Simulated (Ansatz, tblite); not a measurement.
Removing and adding an electron: In₁₀As₁₀H₂₈. Charge 0, multiplicity 1. Geometry: r2SCAN-D4/def2-SVP. Ansatz, gas phase; energy differences of separate SCF runs; the oxidised species was run as a doublet alone; the reduced species was run as a doublet alone.

Cartesian coordinates in Å:
```
In 1.218 -5.006 -0.415
In 1.007 -0.487 5.187
In 1.799 3.484 1.926
In 1.269 -2.026 -3.847
In 1.625 2.637 -2.603
In 1.036 -0.506 0.263
In -2.645 -2.388 1.509
In -2.174 1.774 1.954
In -2.401 0.560 -2.023
In -1.657 4.953 -1.072
As 1.683 -1.419 2.701
As 1.801 -2.508 -1.316
As -1.366 -4.382 0.131
As 2.236 1.787 -0.176
As -1.067 1.035 4.334
As -0.766 3.877 1.244
As 2.217 0.467 -4.154
As -1.320 -1.350 -3.671
As -1.004 2.751 -2.555
As -1.561 -0.241 0.324
H 1.230 -6.060 -1.781
H 2.016 -5.187 1.104
H 0.329 -1.851 5.991
H 2.293 0.562 5.633
H 2.767 4.889 1.679
H 1.807 2.416 3.296
H 1.684 -3.125 -5.107
H 2.498 3.975 -3.253
H -1.917 -2.422 3.083
H -4.313 -2.540 1.099
H -3.881 1.912 2.206
H -4.084 0.643 -2.387
H -0.547 6.175 -1.580
H -3.378 5.024 -0.990
H 3.174 -1.677 2.635
H 1.266 -2.871 2.605
H 3.313 -2.386 -1.301
H -1.958 -5.678 0.647
H -2.059 -4.445 -1.216
H 3.702 1.411 -0.267
H -0.903 2.353 5.061
H -2.251 0.556 5.147
H -1.253 4.867 2.287
H 3.723 0.321 -4.223
H 2.026 0.845 -5.609
H -1.809 -1.160 -5.091
H -2.054 -2.649 -3.419
H -1.354 3.090 -3.990
```

In the def2 sets In takes a core potential; there is no spin–orbit coupling. The xTB rows come from tblite. Single mean-field runs in def2-TZVP are fitted with def2-universal-jkfit. HOMO above LUMO, or a gap near zero within one spin, warns that the state may not be the lowest or that an electron is smeared out.

| level | −HOMO (eV) | vertical IE (eV) | −LUMO (eV) | vertical EA (eV) | HOMO–LUMO gap (eV) | IE − EA (eV) | remarks |
| --- | --- | --- | --- | --- | --- | --- | --- |
| GFN1-xTB | 9.33 | 10.61 | 6.65 | 5.49 | 2.68 | 5.12 | – |
| PBE-D4/def2-TZVP | 5.78 | 7.22 | 2.62 | 1.38 | 3.16 | 5.84 | gap within one spin near zero (+1 doublet), gap within one spin near zero (-1 doublet) |

(1) Estimate the rows for GFN2-xTB, PBE0-D4/def2-TZVP.

Answers

(1) 
```tsv
level	−HOMO (eV)	vertical IE (eV)	−LUMO (eV)	vertical EA (eV)	HOMO–LUMO gap (eV)	IE − EA (eV)
GFN2-xTB	10.15	11.46	7.25	5.97	2.90	5.49
PBE0-D4/def2-TZVP	6.67	7.65	1.91	1.11	4.76	6.54
```

   Raw xTB energy differences between charge states are shifted by several eV; the methods need an empirical correction for them. Sets without diffuse functions give affinities that are too small.
